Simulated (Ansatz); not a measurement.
Start from `[CH3][Sn][CH3]` and change one atom or group to get `[CH3][Sn][NH2]`.

Ansatz, PBE0-D4/def2-TZVP geometries, multiplicity 1. Each molecule was computed in one conformer, which needn't be the lowest.

Elements past krypton have def2 core potentials.

```json
{"property": "LUMO energy (ωB97M-V/def2-TZVPP) / eV", "`[CH3][Sn][CH3]`": "-0.58"}
{"property": "size of the dipole moment (PBE/def2-TZVPP) / D", "`[CH3][Sn][CH3]`": "0.23"}
{"property": "HOMO–LUMO gap (B3LYP/def2-TZVPP) / eV", "`[CH3][Sn][CH3]`": "3.21"}
{"property": "LUMO energy (PBE0/def2-TZVPP) / eV", "`[CH3][Sn][CH3]`": "-2.30"}
{"property": "size of the dipole moment (ωB97M-V/def2-TZVPP) / D", "`[CH3][Sn][CH3]`": "0.16"}
{"property": "LUMO energy (B3LYP/def2-TZVPP) / eV", "`[CH3][Sn][CH3]`": "-2.58"}
```

Question: What does the change do to each property? (Best estimate.)

Answer: Ansatz gave: 
```tsv
property	`[CH3][Sn][NH2]`	shift
LUMO energy (ωB97M-V/def2-TZVPP) / eV	0.03	0.61
size of the dipole moment (PBE/def2-TZVPP) / D	0.78	0.55
HOMO–LUMO gap (B3LYP/def2-TZVPP) / eV	4.10	0.89
LUMO energy (PBE0/def2-TZVPP) / eV	-1.67	0.63
size of the dipole moment (ωB97M-V/def2-TZVPP) / D	0.55	0.39
LUMO energy (B3LYP/def2-TZVPP) / eV	-1.91	0.67
```

With PBE0 the HOMO falls by 0.24 eV and the LUMO rises by 0.63 eV, so the gap widens by about 0.87 eV. PBE moves the HOMO by -0.19 eV and ωB97M-V by -0.27 eV. The zero-point energy changes by -25.0 kJ/mol with -3 modes. Dipoles are sizes alone; their direction can turn.

B3LYP here is the variant with VWN-RPA as its local correlation; programs differ in this.
